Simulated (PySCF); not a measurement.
Screening by computed properties: pick the candidate that meets the target.

All species are isolated and taken at one optimised geometry, non-relativistic unless stated. Electronic properties by PySCF.

Dipoles, sizes and rotational constants follow the conformer. The torsions of the flexible species, by atom-mapped SMILES:
- `[SiH3:1][CH2:2][Si@@H:3]1[CH2:4][CH2:5][NH:6]1`: Si1–C2–Si3–C4 39°
- `[SiH3:1][CH2:2][CH2:3][SiH2:4][CH2:5][Cl:6]`: Si1–C2–C3–Si4 72°, C2–C3–Si4–C5 172°, C3–Si4–C5–Cl6 63°
- `[OH:1][C@H:2]([CH2:3][F:4])[CH:5]([F:6])[F:7]`: O1–C2–C3–F4 66°, O1–C2–C5–F6 81°, H–O1–C2–C3 -48°
- `[NH2:1][NH2:2]`: H–N1–N2–H 159°, H–N1–N2–H -81°
- `[CH:1]#[C:2][CH2:3][n:4]1[n:5][cH:6][c:7]([SiH3:8])[n:9]1`: C2–C3–N4–N5 -86°

Question: Wanted: smallest rotational constant between 1 GHz and 2 GHz (GFN2-xTB) and static isotropic polarisability above 80 au (PBE0/def2-SVPD), at GFN2-xTB geometries. Which candidate meets both?
A. `C(C[SiH3])[SiH2]CCl` (C3H11ClSi2)
B. `[SiH3][C@H]1CC=C1` (C4H8Si)
C. `NN` (N2H4)
D. `[SiH3]C[Si@@H]1CCN1` (C3H11NSi2)
E. `O[C@H](CF)C(F)F` (C3H5F3O)

Answer: D. Computed values:
```csv
species,smallest rotational constant,static isotropic polarisability
C(C[SiH3])[SiH2]CCl (C3H11ClSi2),0.652 GHz,104.2 au
[SiH3]C[Si@@H]1CCN1 (C3H11NSi2),1.261 GHz,94.5 au
O[C@H](CF)C(F)F (C3H5F3O),1.517 GHz,45.2 au
[SiH3][C@H]1CC=C1 (C4H8Si),2.402 GHz,71.9 au
NN (N2H4),24.241 GHz,21.8 au
```

Question: Wanted: lowest triplet excitation (Tamm–Dancoff) between 4.6 eV and 6.6 eV (TDA PBE0/def2-SVPD) and HOMO energy above -7.5 eV (PBE0/def2-SVPD), at GFN2-xTB geometries. Which candidate meets both?
A. `O[C@H](CF)C(F)F`
B. `[SiH3]CC[SiH2]CCl`
C. `[SiH3][C@H]1CC=C1`
D. `C#CCn1nc([SiH3])cn1`
E. `[SiH3]C[Si@@H]1CCN1`

Answer: E. Computed values:
```
            species  lowest triplet excitation (Tamm–Dancoff)  HOMO energy
  [SiH3][C@H]1CC=C1                                   4.25 eV     -7.11 eV
C#CCn1nc([SiH3])cn1                                   4.87 eV     -7.80 eV
[SiH3]C[Si@@H]1CCN1                                   5.29 eV     -6.54 eV
  [SiH3]CC[SiH2]CCl                                   5.99 eV     -7.98 eV
    O[C@H](CF)C(F)F                                   7.24 eV     -8.77 eV
```

Question: Wanted: electronic spatial extent ⟨r²⟩ about the centre of nuclear charge above 1400 bohr² (PBE0/def2-SVPD) and lowest singlet excitation below 6.3 eV (TDDFT PBE0/def2-SVPD), at GFN2-xTB geometries. Which candidate meets both?
A. `C#CCn1ncc([SiH3])n1` (C5H7N3Si)
B. `O[C@H](CF)C(F)F` (C3H5F3O)
C. `[SiH3]C[Si@@H]1CCN1` (C3H11NSi2)
D. `[SiH3][C@@H]1C=CC1` (C4H8Si)
E. `NN` (N2H4)

Answer: A. Computed values:
```csv
species,electronic spatial extent ⟨r²⟩ about the centre of nuclear charge,lowest singlet excitation
NN (N2H4),83 bohr²,6.37 eV
[SiH3][C@@H]1C=CC1 (C4H8Si),574 bohr²,6.61 eV
O[C@H](CF)C(F)F (C3H5F3O),779 bohr²,7.61 eV
[SiH3]C[Si@@H]1CCN1 (C3H11NSi2),1070 bohr²,5.58 eV
C#CCn1ncc([SiH3])n1 (C5H7N3Si),1707 bohr²,6.21 eV
```
